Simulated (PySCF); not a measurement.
Static response to an electric field

C9H5NS.
Structure used (PBE0-D3(BJ)/def2-SVP), in Å, numbered top down from 1:
```xyz
16
C9H5NS angstrom
N      2.9029   -2.9516   -0.6248
C      2.3311   -1.9549   -0.4504
C      1.6216   -0.7553   -0.2397
S      2.4294    0.7501   -0.0523
C      0.9832    1.6088    0.1415
C     -0.1336    0.7812    0.0685
C     -1.5108    1.1315    0.1820
C     -2.4579    0.1483    0.0804
C     -2.0911   -1.2142   -0.1367
C     -0.7785   -1.5903   -0.2521
C      0.2316   -0.5955   -0.1521
H      1.0035    2.6862    0.3002
H     -1.7936    2.1731    0.3479
H     -3.5164    0.4035    0.1657
H     -2.8778   -1.9684   -0.2117
H     -0.4970   -2.6322   -0.4184
```

Level: wB97X-D/def2-SVPD (PySCF), static field, nuclei fixed, core orbitals frozen in the response. The polarisability tensor in these axes (au):

```
x   176.05 -10.06  -6.39
y   -10.06 148.04  12.22
z    -6.39  12.22  70.86
```

Task: Give the principal values, the mean and the anisotropy Δα = √{½[(α1 − α2)² + (α2 − α3)² + (α1 − α3)²]}.

Result: Principal values 68.76, 146.00 and 180.20 au; mean 131.65 au = 19.51 Å³ = 21.71 × 10⁻⁴⁰ C²·m²/J; Δα = 98.88 au (75 % of the mean).

Task: What is the dipole moment, and where does it point?

Result: (-3.18, 4.07, 0.75) D, 5.22 D in size, pointing from the negative to the positive side. Measured along this direction, the outermost atoms are N1 at the negative end and H13 at the positive end.

Task: Sum over states: ᾱ = Σ f/ω², ω in Eh. What share falls to these 6 lowest TDDFT singlets (eV, f)? 3.69, 0.1527; 4.64, 0.1026; 5.39, 0.0001; 5.57, 0.1942; 5.59, 0.0146; 5.93, 0.0008.

Result: They add up to 16.82 au, 12.8 % of the 131.65 au; the largest single term is 8.29 au, from the state at 3.69 eV. Terms in order: 8.29, 3.53, 0.00, 4.64, 0.34, 0.02 au. Higher excitations give the rest. The strengths listed sum to 0.465.

Task: Refractivity n − 1 of an ideal gas of it at 500 K and 1 atm, from the electronic α?

Result: N = p/kT = 1.4678 × 10¹⁹ cm⁻³, so n − 1 = 2π × N × 19.51 × 10⁻²⁴ cm³ = 1799 × 10⁻⁶ at long wavelengths, for an ideal gas.

Task: What molar refraction does this α imply?

Result: Lorentz–Lorenz: R = (4π/3)N_A α = 2.5225 cm³/(mol·Å³) × 19.51 Å³ = 49.2 cm³/mol, in the limit of long wavelengths.

Geometry: PBE0-D3(BJ)/def2-SVP; no solvent, vibrations or thermal averaging.

The run behind these numbers computed excited states as well. The run took about 3 min of CPU time (one thread, shared machine).

wB97X-D is run here without its empirical dispersion term; that term would change no orbital, density or response property at a fixed geometry.
